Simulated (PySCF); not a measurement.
# WOF₄, singlet: molecular constants

Level of theory: PBE0 in PySCF with W def2-TZVP with ECP60, O def2-TZVP, F def2-TZVP; scalar-relativistic core potentials, no spin–orbit coupling; density-fitted integrals.

The structure is a minimum.

Coordinates in bohr (charge 0 multiplicity 1):
```
W     0.0000   -0.0652    0.0000
O     0.0000   -3.2224    0.0000
F     3.3709    0.8456    0.0000
F    -3.3709    0.8456    0.0000
F     0.0000    0.8456   -3.3709
F     0.0000    0.8456    3.3709
```

| Property | Result |
| --- | --- |
| Point group | C4v |
| Bond lengths | W–F 1.848 Å (×4), W–O 1.671 Å |
| Bond angles | F–W–F 86.1° (×4), F–W–F 149.8° (×2), F–W–O 105.1° (×4) |
| Principal polarisabilities | 38.9, 38.9, 39.3 bohr³ |
| Dipole moment | 0.44 D |
| Entropy at 298.15 K and 1 bar | 341.2 J/(mol K) |
| Lowest empty level | -4.05 eV |
| Zero-point energy | 33.9 kJ/mol |
| Atomisation energy without zero-point energy | 2813 kJ/mol |
| Principal quadrupole moments (Buckingham, traceless) about the centre of mass | -1.70, -1.70, 3.40 D Å |
| Heat capacity Cp at 298.15 K | 99.4 J/(mol K) |
| Rotational constants | 0.09219, 0.09219, 0.06971 cm⁻¹ |
| Highest occupied level | -11.69 eV |
| Enthalpy at 298.15 K above 0 K | 20.20 kJ/mol |
| Rotational symmetry number | 4 |

Harmonic modes (masses in u: W 183.951, O 15.995, F 18.998):
```tsv
symmetry	ω (cm⁻¹)	IR (km/mol, summed over degenerate members)	μ (u)	type
b1	102	0.0	19.00	bend
e	239	43.6	20.80	bend
a1	246	13.0	23.45	bend
e	301	14.7	17.84	bend
b2	337	0.0	19.00	bend
b1	651	0.0	19.00	stretch
e	707	476	22.27	stretch
a1	741	47.8	19.59	stretch
a1	1104	112	17.30	stretch
```

In C4v the vibrations span 2b1 + 3e + 3a1 + b2. The b1, b2 modes carry no infrared intensity, as symmetry demands.

Charges (e):
| atom | Mulliken | Löwdin | polar tensor | Mayer order to W1 |
| --- | --- | --- | --- | --- |
| W1 | 1.73 | 1.00 | 3.31 | – |
| O2 | -0.39 | -0.21 | -0.64 | 2.14 |
| F3,4,5,6 | -0.33 | -0.20 | -0.67 | 1.01 |

Mulliken populations on W1 (electrons outside its core potential): s 2.36, p 6.40, d 3.22, f 0.29.

Outer orbital energies (eV). occupied: -13.36, -13.03, -13.03, -12.93, -12.49, -12.23, -11.69, -11.69; empty: -4.05, -2.44, -2.44, -1.04.

Formally W is in oxidation state +6, d0. The polar-tensor charge on W, 3.31, is far below the formal one.

Other isomers or separated fragments may lie lower. No spin–orbit coupling is included, which matters more the heavier the element.

The final relaxation and frequency run took 2 min on 4 threads of a shared Arm Neoverse V2 host, with 195 basis functions and 14 gradients; the process peaked at 2.5 GiB.
